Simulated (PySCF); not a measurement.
# Löwdin shares of the frontier orbitals

Species: 3,3,3-trifluoropropanal, C3H3F3O.
Numbering: `[O:1]=[CH:2][CH2:3][C:4]([F:5])([F:6])[F:7]` (hydrogens: H8 on C2; H9, H10 on C3)

Structure used (GFN2-xTB), in Å, numbered top down from 1:
```xyz
10
C3H3F3O angstrom
O      2.3360    0.8575   -0.1018
C      1.1724    0.8203    0.1527
C      0.3638   -0.4614    0.2405
C     -1.0465   -0.2767   -0.2868
F     -1.0666    0.0722   -1.5784
F     -1.7685   -1.3998   -0.1780
F     -1.7156    0.6762    0.3789
H      0.5839    1.7293    0.3691
H      0.2928   -0.7495    1.2937
H      0.8571   -1.2635   -0.3123
```

Theory: TDDFT PBE0/def2-SVPD, vertical, gas phase, core orbitals frozen in the response in PySCF 2.14.0, density-fitted response routines.

Kohn–Sham orbitals with the atoms that hold most of them (Löwdin shares over 4%, at most four atoms; ? is withheld):

```
orbital  ε (eV)                            atoms
 LUMO+2    1.22  H8 23%, O1 15%, C2 14%, H10 13%
 LUMO+1    0.64   C3 20%, C2 16%, H9 16%, C4 14%
   LUMO       ?                                ?
   HOMO   -8.25                                ?
 HOMO-1  -11.30   O1 35%, C3 16%, C2 14%, F5 11%
 HOMO-2  -11.74  C3 24%, F7 19%, O1 14%, H10 11%
 HOMO-3  -12.27           F6 36%, F5 32%, F7 31%
```

Give the leading atoms of the LUMO.

C2 (bonded to C, O and H) 42%; O1 (bonded to C) 35%; C3 (bonded to 2 C and 2 H) 8%; H8 (bonded to C) 6%. By element: carbon 50% or more, oxygen 35%, hydrogen 6% or more.

Which atoms hold the HOMO, and with what shares?

O1 (bonded to C) 61%; C2 (bonded to C, O and H) 16%; C3 (bonded to 2 C and 2 H) 11%; H8 (bonded to C) 9%. By element: oxygen 61%, carbon 26% or more, hydrogen 9% or more.

What is the LUMO energy, and the HOMO–LUMO gap?

ε(LUMO) = -1.51 eV; the gap is 6.73 eV (0.2475 hartree).

The HOMO–LUMO gap is 6.73 eV. Where does the response calculation put the lowest singlet, and from which orbitals?

S1 is at 4.30 eV (f = 0.0001), 2.44 eV below the gap, made of HOMO→LUMO (99%). Without the coupling terms of the response equations the lowest excitation would equal the gap.

Give energy, strength and leading configuration of S1 and S2, and follow the Löwdin shares of the leading atoms from the occupied to the empty orbital.

- S1 (4.30 eV, f 0.0001), HOMO→LUMO (99%): O1 61% → 35%, C2 16% → 42%; low, almost dark, from the terminal oxygen into the C=O bond, the pattern of n→π*
- S2 (7.73 eV, f 0.0046), HOMO→LUMO+1 (91%): O1 61% → at most 14%, C2 16% → 16%, C3 11% → 20%

Löwdin shares depend on the basis, the more so with diffuse functions.

One conformer stands for the species.
